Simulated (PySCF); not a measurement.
C₇H₇GeN.
SMILES with atom numbers: `[CH:1]#[C:2][GeH2:3][c:4]1[cH:5][cH:6][n:7][cH:8][cH:9]1` (hydrogens: H10 on C1; H11, H12 on Ge3; H13 on C5; H14 on C6; H15 on C8; H16 on C9)

Level of theory: PBE0-D3(BJ)/def2-SVP geometry optimisation, gas phase (PySCF 2.14.0).

Task: List the bond lengths, angles and torsions at this level.

Result: 
| bond | length (Å) | order |
| --- | --- | --- |
| C1≡C2 | 1.216 | triple |
| C2–Ge3 | 1.901 | single |
| Ge3–C4 | 1.949 | single |
| C4–C5, C4–C9 | 1.398 | aromatic |
| C5–C6, C8–C9 | 1.395 | aromatic |
| C6–N7, N7–C8 | 1.330 | aromatic |
| C1–H10 | 1.076 | single |
| Ge3–H11, Ge3–H12 | 1.537 | single |
| C5–H13, C9–H16 | 1.094 | single |
| C6–H14, C8–H15 | 1.097 | single |

Bonds in one row agree within 0.01 Å and their mean is given. Orders are formal, as drawn. A selection of angles:
| angle | degrees |
| --- | --- |
| C2–C1–H10 | 179.7 |
| C1–C2–Ge3 | 178.9 |
| C2–Ge3–C4 | 107.9 |
| C2–Ge3–H11 | 109.7 |
| C2–Ge3–H12 | 108.4 |
| C4–Ge3–H11 | 110.2 |
| C4–Ge3–H12 | 110.8 |
| H11–Ge3–H12 | 109.8 |
| Ge3–C4–C5 | 121.2 |
| C5–C4–C9 | 117.4 |
| C4–C5–C6 | 119.0 |
| C4–C5–H13 | 121.5 |
| C6–C5–H13 | 119.5 |
| C5–C6–N7 | 123.6 |
| C5–C6–H14 | 120.0 |
| N7–C6–H14 | 116.5 |
| C6–N7–C8 | 117.5 |

Torsions: C2–Ge3–C4–C5 163° (antiperiplanar). The mirror-image conformer, all signs reversed, is as good.

Of the pairs four or more bonds apart, C2···H16 is among the closest relative to their van der Waals radii: 2.84 Å, 98 % of the sum of Bondi's values. The C–C distances run from 1.216 Å (C1≡C2, drawn triple) to 1.398 Å (C4–C5, aromatic), a spread of 0.182 Å. Ge3 (germanium bonded to 2 C and 2 H) is tetrahedral (angles from 107.9° to 110.8°). The C–Ge distances run from 1.901 Å (C2–Ge3, drawn single) to 1.949 Å (Ge3–C4, drawn single), a spread of 0.048 Å. The 6-membered ring C4–C5–C6–N7–C8–C9 has internal angles of 117.4° to 123.6°; it is planar, 0.00 Å rms from its mean plane, widest ring torsion 0°. N7 (pyridine-type nitrogen) is bent (angle 117.5°).

Point group: C1 (no symmetry element, even within 0.4 Å). No frequency check. The numbers are those of one conformer.
